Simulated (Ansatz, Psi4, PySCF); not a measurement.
C$_{4}$H$_{9}$, charge +1, singlet, at a GFN2-xTB geometry. Base run: BHANDHLYP/6-311G** (PySCF).

Geometry (Å):
```xyz
13

C     -0.3930     1.3753     0.2251
C      0.0000     0.0000     0.0000
C      1.3598    -0.4178     0.2702
C     -0.9667    -0.9575    -0.4952
H      0.2572     2.0459    -0.3478
H     -0.1825     1.6567     1.2630
H     -1.4339     1.5821    -0.0091
H      1.7974    -0.8630    -0.6304
H      1.3577    -1.2523     0.9804
H      2.0024     0.3777     0.6378
H     -1.3951    -0.5990    -1.4380
H     -0.5685    -1.9598    -0.6288
H     -1.8348    -0.9882     0.1728
```
Charge +1, spin multiplicity 1.
All else is at PySCF's defaults.

The same geometry, method and basis name were run in Ansatz (a first-principles code) and Psi4 and PySCF, at each program's defaults and at the settings that a row names. The base is PySCF at its defaults. Differences at the defaults can come from grids, fitting, cores and function types together.

| code and settings | ΔE vs base (mEh) | basis functions | E (Eh) | SCF cycles |
|---|---|---|---|---|
| PySCF, defaults (exact integrals, its default grid, spherical functions) | 0.000 | 126 | -157.48319 | 9 |
| Psi4, defaults (density fitting with its default set, its default grid, spherical functions) | -0.012 | 126 | -157.48320 | 7 |
| Ansatz, defaults (factorised integrals, its default grid, spherical functions) | -0.002 | 126 | -157.48319 | - |
| PySCF, density fitting with def2-universal-jkfit | -0.065 | 126 | -157.48325 | 9 |
| PySCF, fine grid | 0.001 | 126 | -157.48319 | 9 |
| Psi4, exact integrals, spherical functions, fine grid | 0.001 | 126 | -157.48319 | 9 |
| Ansatz, high accuracy | 0.001 | 126 | -157.48319 | - |
